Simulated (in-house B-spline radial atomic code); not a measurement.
Response of neutral palladium as one setting changes: the share of exact exchange in a PBE hybrid. A dash marks a strongly mixed or unbound state. Computed with a B-spline radial code for spherical atoms: linear response of the closed shell [Kr] 4d10 with the functional's adiabatic kernel; scalar-relativistic (spin-free one-electron X2C), finite nucleus, no spin-orbit coupling, no double excitations, S, P, D and F terms only; shells from n = 2 respond. Only terms of natural parity with L up to 3 were computed.

```
share of exact exchange in a PBE hybrid  lowest 1P (eV)  lowest 3P, Tamm-Dancoff (eV)  minus highest occupied level (eV)  α (bohr³)
                                      0   4d → 5p 3.910                 4d → 5p 3.513                              4.048      31.04
                                    0.1   4d → 5p 4.157                 4d → 5p 3.716                              4.584      29.26
                                    0.2               ?                             ?                                  ?          ?
                                    0.3   4d → 5p 4.634                 4d → 5p 4.118                              5.687      26.24
                                    0.4               ?                             ?                                  ?          ?
                                    0.5   4d → 5p 5.101                 4d → 5p 4.520                              6.829      23.76
                                    0.6   4d → 5p 5.333                 4d → 5p 4.723                              7.414      22.67
                                    0.7   4d → 5p 5.565                 4d → 5p 4.926                              8.009      21.68
                                    0.8   4d → 5p 5.796                 4d → 5p 5.130                              8.612      20.77
                                    0.9   4d → 5p 6.028                 4d → 5p 5.336                              9.225      19.93
                                      1   4d → 5p 6.260                 4d → 5p 5.542                              9.846      19.15
```

Q: What belongs in the row for 0.2?

A: lowest 1P (eV): 4d → 5p 4.398; lowest 3P, Tamm-Dancoff (eV): 4d → 5p 3.917; minus highest occupied level (eV): 5.131; α (bohr³): 27.67.

Q: What belongs in the row for 0.4?

A: lowest 1P (eV): 4d → 5p 4.869; lowest 3P, Tamm-Dancoff (eV): 4d → 5p 4.319; minus highest occupied level (eV): 6.253; α (bohr³): 24.94.
